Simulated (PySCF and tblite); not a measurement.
## Conformers and averaged properties: C₂H₁₀BNSi₂, numbered as in [BH:1]1[SiH2:2][CH2:3][CH2:4][NH:5][SiH2:6]1

The ensemble was built from 200 distance-geometry starts (ETKDG and KDG, UFF, GFN2-xTB) and rests on GFN2-xTB geometries. Free energies are PBE0-D3(BJ)/pcSseg-1 single points with GFN2-xTB rigid-rotor and vibrational terms (modes under about 100 cm⁻¹ blended into free rotors). Symmetry numbers and mirror images are counted. Conformers within 2.5 kcal/mol (GFN2-xTB free energy) were kept, 5 at most. GIAO shieldings: PBE0/pcSseg-1. Shifts are against TMS (¹H), TMS (¹³C), TMS (²⁹Si), BF3·OEt2 (¹¹B), NH3 (¹⁵N) at the same level. (PySCF 2.14, tblite 0.8.)

The 6-ring runs over atoms 1–2–3–4–5–6. Of a mirror pair one member is shown.

| conformer | shape | symmetry | E(GFN2) kcal/mol | E(DFT) kcal/mol | G(298.15 K) kcal/mol | weight % | dipole D |
| --- | --- | --- | --- | --- | --- | --- | --- |
| 1 | 6-ring flattened chair (ring torsions 48, -69, 72, -45, 23, -27°) | C1 (pair) | 0.47 | 0.00 | 0.00 | 90.3 | 0.82 |
| 2 | 6-ring chair | C1 (pair) | 0.00 | 0.82 | 1.32 | 9.7 | 1.00 |

Weights (%) against temperature:

| T (K) | 1 | 2 | S(mix) cal/mol/K |
| --- | --- | --- | --- |
| 250 | 93.0 | 7.0 | 1.88 |
| 298.15 | 90.3 | 9.7 | 2.01 |
| 350 | 87.7 | 12.3 | 2.12 |

Averaged shifts at 298.15 K. ¹H: 14.23 (H1, 1H), 5.33 (H6, 2H), 4.43 (H2, 2H), 3.49 (H4, 2H), 1.29 (H3, 2H) ppm. ¹³C: 45.5 (C4), 19.9 (C3) ppm. ²⁹Si: -50.2 (Si6), -75.3 (Si2) ppm. ¹¹B: 147.0 (B1) ppm. ¹⁵N: 21.3 (N5) ppm.

Coordinates of conformer 1 (Å):

```xyz
16

B     0.895    1.680    0.218
Si   -1.048    1.484    0.102
C    -1.381   -0.241   -0.659
C    -0.563   -1.343    0.015
N     0.855   -1.224   -0.272
Si    1.889    0.000    0.380
H     1.437    2.717    0.159
H    -1.727    1.476    1.418
H    -1.828    2.441   -0.712
H    -2.437   -0.500   -0.576
H    -1.140   -0.239   -1.723
H    -0.757   -1.324    1.099
H    -0.905   -2.317   -0.353
H     1.276   -2.119   -0.463
H     3.110   -0.196   -0.423
H     2.316   -0.285    1.780
```

H on N, O and S are left out: they exchange, and hydrogen bonds move them by several ppm. Unscaled ²⁹Si and ¹⁵N shifts at such levels can be off by tens of ppm; differences between conformers or isomers are more reliable. Shifts are unscaled: against experiment ¹³C can be off by 15 ppm or more and ¹H by 0.8 ppm.

Search and properties took 31 s on 1 thread of Arm Neoverse V2 (shared host) (rough), launched as `OMP_NUM_THREADS=1 python ens_run.py task.json out`.


¹⁵N shifts are against a computed isolated NH3 molecule, about 20 ppm from the liquid.

Conformer gaps in pcSseg-1 on xTB geometries can be 2 kcal/mol off for S=O, P=O and other polar bonds.